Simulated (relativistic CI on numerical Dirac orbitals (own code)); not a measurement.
**V3+ in a cubic cluster: 1s photoemission with charge transfer**

Computed with a charge-transfer multiplet model of a cubic metal-ligand cluster with up to 2 ligand holes, Slater and spin-orbit integrals from Dirac-Coulomb-Breit ions, Slater integrals scaled by 0.8. The ground state mixes d2 with configurations of k ligand holes L, whose averages lie at kΔ + k(k − 1)U_dd/2; a core hole lowers each added d electron by U_cd. 20 K, Lorentzian 1.1 eV and Gaussian 0.6 eV FWHM.

Atomic integrals in eV (Slater integrals scaled, ζ unscaled), ground: F2dd 8.057, F4dd 5.049, zeta_d 0.024; with the core hole: F2dd 9.441, F4dd 5.946, zeta_d 0.040, G2cd 0.044.

Cluster parameters (eV): Δ = 2.3, U_dd = 5.2, 10Dq = 1.05, 10Dq(ligand) = 0.9, V(eg) = 2.35, V(t2g) = -1.01, final-state hopping factor = 0.9.

| Case | n_d | d2 | d3L | d4L2 | S |
| --- | --- | --- | --- | --- | --- |
| U_cd = 4.6 eV | 2.67 | 0.42 | 0.49 | 0.09 | 1.00 |
| U_cd = 5.2 eV | 2.67 | 0.42 | 0.49 | 0.09 | 1.00 |
| U_cd = 5.8 eV | 2.67 | 0.42 | 0.49 | 0.09 | 1.00 |

Weights, n_d and S are thermal averages at 20 K. Binding energies count from the first peak over 30 % of the highest in each spectrum, which can be another peak from case to case. The parameters are a model scan and need not match a compound or its usual spin state. Peaks in eV (height, largest 100):
- U_cd = 4.6 eV: 0.0 (100), 8.5 (8)
- U_cd = 5.2 eV: 0.0 (100), 9.4 (9)
- U_cd = 5.8 eV: 0.0 (100), 3.5 (6), 9.5 (12)

Curve for U_cd = 5.8 eV (points under 2 left out, the grid thinned):

```json
{"E (eV)": "-3.9", "Intensity": "2.4"}
{"E (eV)": "-3.5", "Intensity": "3.0"}
{"E (eV)": "-3.2", "Intensity": "3.5"}
{"E (eV)": "-2.8", "Intensity": "4.6"}
{"E (eV)": "-2.4", "Intensity": "6.2"}
{"E (eV)": "-2.1", "Intensity": "8.1"}
{"E (eV)": "-1.7", "Intensity": "12.1"}
{"E (eV)": "-1.4", "Intensity": "17.4"}
{"E (eV)": "-1.0", "Intensity": "31.2"}
{"E (eV)": "-0.6", "Intensity": "59.6"}
{"E (eV)": "-0.3", "Intensity": "87.5"}
{"E (eV)": "0.1", "Intensity": "97.6"}
{"E (eV)": "0.5", "Intensity": "65.5"}
{"E (eV)": "0.8", "Intensity": "41.2"}
{"E (eV)": "1.2", "Intensity": "23.5"}
{"E (eV)": "1.6", "Intensity": "15.9"}
{"E (eV)": "1.9", "Intensity": "12.5"}
{"E (eV)": "2.3", "Intensity": "9.0"}
{"E (eV)": "2.6", "Intensity": "7.2"}
{"E (eV)": "3.0", "Intensity": "6.0"}
{"E (eV)": "3.4", "Intensity": "5.8"}
{"E (eV)": "3.7", "Intensity": "5.8"}
{"E (eV)": "4.1", "Intensity": "5.4"}
{"E (eV)": "4.5", "Intensity": "4.6"}
{"E (eV)": "4.8", "Intensity": "4.0"}
{"E (eV)": "5.2", "Intensity": "3.3"}
{"E (eV)": "5.6", "Intensity": "2.8"}
{"E (eV)": "5.9", "Intensity": "2.6"}
{"E (eV)": "6.3", "Intensity": "2.6"}
{"E (eV)": "6.6", "Intensity": "2.8"}
{"E (eV)": "7.0", "Intensity": "3.5"}
{"E (eV)": "7.4", "Intensity": "4.8"}
{"E (eV)": "7.7", "Intensity": "5.8"}
{"E (eV)": "8.1", "Intensity": "6.5"}
{"E (eV)": "8.5", "Intensity": "7.0"}
{"E (eV)": "8.8", "Intensity": "8.3"}
{"E (eV)": "9.2", "Intensity": "10.8"}
{"E (eV)": "9.6", "Intensity": "11.8"}
{"E (eV)": "9.9", "Intensity": "10.2"}
{"E (eV)": "10.3", "Intensity": "6.9"}
{"E (eV)": "10.6", "Intensity": "5.1"}
{"E (eV)": "11.0", "Intensity": "3.8"}
{"E (eV)": "11.4", "Intensity": "3.1"}
{"E (eV)": "11.7", "Intensity": "2.6"}
{"E (eV)": "12.1", "Intensity": "2.0"}
```

For the case U_cd = 5.8 eV, Δ = 2.3 eV is smaller than U_dd = 5.2 eV, the charge-transfer side of the Zaanen-Sawatzky-Allen scheme. With the core hole the configuration with one ligand hole lies at Δ − U_cd = -2.3, -2.9, -3.5 eV from the one without, in the order of the table; where this is negative the screened configuration lies lower, though the effective hopping of about 4.3 eV (from the holes of the mixed ground state) mixes the two strongly wherever it is as large as the gap.
